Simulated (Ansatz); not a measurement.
H₂NOPZn, SMILES `[NH]1P[O][Zn]1`. Charge 0, multiplicity 1. For Zn the d shell is correlated and the shells below it are frozen. Scalar relativity is left out up to krypton.

```xyz
6

N    -0.948   -0.278   -0.176
P     0.531   -0.587    0.536
O     1.463   -0.229   -0.678
Zn   -0.024    0.728   -1.589
H    -1.762   -0.097    0.399
H     0.740    0.464    1.509
```

(1) Give the diagnostics of a CCSD(T)/def2-TZVPP run (frozen core, Ansatz). (An estimate is asked.)

Answers

(1) The calculation gave: T1 = 0.0422, largest single amplitude 0.204, largest double 0.175, (T) share of the correlation energy 4.6 %, 15 CCSD cycles. The RHF solution is unstable towards an unrestricted one. T1 lies over the customary mark of 0.02 for closed shells; compounds of d metals often pass it without a breakdown.
